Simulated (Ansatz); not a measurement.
Total energies of TaS2 (the lowest doublet isomer of a short search) from Ansatz at r2SCAN-D4/def2-TZVP, gas phase (1 Eh = 27.2114 eV = 2625.5 kJ/mol). The reference geometry is relaxed at r2SCAN-D4/def2-TZVP.

Cartesian coordinates in Å:
```
Ta -0.055 0.798 -0.278
S -0.473 -0.979 -1.425
S 0.528 0.182 1.703
```

```tsv
state	geometry	energy (Eh)
charge 0 doublet	reference	-853.44781
charge 1 singlet	reference	-853.14017
charge 0 quartet	relaxed at r2SCAN-D4/def2-TZVP	-853.38641
free Ta atom (quartet)	–	-56.85872
free S atom (triplet)	–	-398.08366
```

In the def2 sets Ta takes a core potential; there is no spin–orbit coupling.

Work out the vertical ionisation energy to the singlet.

E(charge 1 singlet) − E(charge 0 doublet) = -853.14017 − (-853.44781) = 0.30764 Eh = 8.37 eV. For comparison, −ε of the highest occupied level of the spin that leaves is 5.95 eV at this level, 2.42 eV less.

Which of the charge 0 states is lowest, and how far above it are the others?

The doublet. quartet: -853.38641 − (-853.44781) = 0.06140 Eh = 161.2 kJ/mol.

What is the binding energy per atom against free atoms?

Atoms: 1 × (-56.85872) + 2 × (-398.08366) = -853.02604 Eh. Binding: -853.02604 − (-853.44781) = 0.42177 Eh = 11.48 eV, or 3.83 eV for each of 3 atoms (no zero-point energy, no counterpoise term).

The restricted singlet is unstable towards broken spin symmetry in Hartree–Fock (as tested in another run); at r2SCAN-D4/def2-TZVP this wasn't settled. 

The structure comes from a short search, and lower isomers may exist.
